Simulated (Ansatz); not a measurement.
Geometry optimisation, Ansatz 0.2.0, RKS PBE0-D4/def2-SVP.

input.yaml

```yaml
crystal:
  periodic: [false, false, false]
  atoms:
    - { symbol: C, position_ang: [-0.6891, 0.7138, -0.5468] }
    - { symbol: B, position_ang: [0.6719, 0.0381, -0.6002] }
    - { symbol: Sb, position_ang: [1.88525, 0.2288, -2.44098] }
    - { symbol: H, position_ang: [-1.4553, 0.0149, -0.3767] }
    - { symbol: H, position_ang: [-0.9266, 1.256, -1.5458] }
    - { symbol: H, position_ang: [-0.7466, 1.5271, 0.2551] }
    - { symbol: H, position_ang: [1.10516, -0.58279, 0.32456] }
    - { symbol: H, position_ang: [2.19901, 1.87537, -2.15921] }
    - { symbol: H, position_ang: [0.48313, 0.6263, -3.46173] }
basis:
  gaussian: { orbitals: def2-SVP }
hamiltonian:
  xc: pbe0
  dispersion: d4
relax:
  f_tol: 0.015
  max_steps: 40
output:
  orbitals: {}
```

Command:

```bash
$ ansatz run input.yaml --threads 1 --pin off --max-ram 2048MiB --backend cpu --events-out ev --progress --plain --runs-dir out
```

**Question.** Where does it end, and by what steps?

**Answer.** It converged. The force dipped under the threshold on the way, but the program's further checks kept it going. After 21 steps the energy has fallen by 0.437 eV; H8 moved furthest, 1.12 Å.

| step | energy less start (eV) | largest force component (eV/Å) | accepted |
| --- | --- | --- | --- |
| 0 | 0.0000 | 3.411 | yes |
| 1 | -0.1953 | 1.308 | yes |
| 2 | -0.2866 | 0.455 | yes |
| 3 | -0.3311 | 0.129 | yes |
| 4 | -0.3604 | 0.189 | yes |
| 5 | -0.3792 | 0.521 | yes |
| 6 | -0.4115 | 0.266 | yes |
| 7 | -0.4284 | 0.159 | yes |
| 8 | -0.4313 | 0.122 | yes |
| 9 | -0.4319 | 0.123 | yes |
| 10 | -0.4341 | 0.088 | yes |
| 11 | -0.4328 | 0.125 | no |
| 12 | -0.4357 | 0.042 | yes |
| 13 | -0.4359 | 0.048 | yes |
| 14 | -0.4363 | 0.012 | yes |
| 15 | -0.4366 | 0.066 | yes |
| 16 | -0.4368 | 0.023 | yes |
| 17 | -0.4368 | 0.018 | yes |
| 18 | -0.4370 | 0.018 | yes |
| 19 | -0.4369 | 0.019 | no |
| 20 | -0.4370 | 0.015 | yes |
| 21 | -0.4370 | 0.007 | yes |

```xyz
9
Properties=species:S:1:pos:R:3
C -0.919 0.576 -0.548
B 0.596 0.258 -0.711
Sb 1.646 0.164 -2.680
H -1.414 -0.101 0.169
H -1.513 0.645 -1.470
H -0.945 1.573 -0.061
H 1.257 -0.017 0.267
H 2.991 1.089 -2.166
H 0.828 1.510 -3.352
```

The run took 50 s on 1 thread of Intel(R) Xeon(R) 6975P-C (Granite Rapids), on a shared host, peak memory 0.18 GiB.
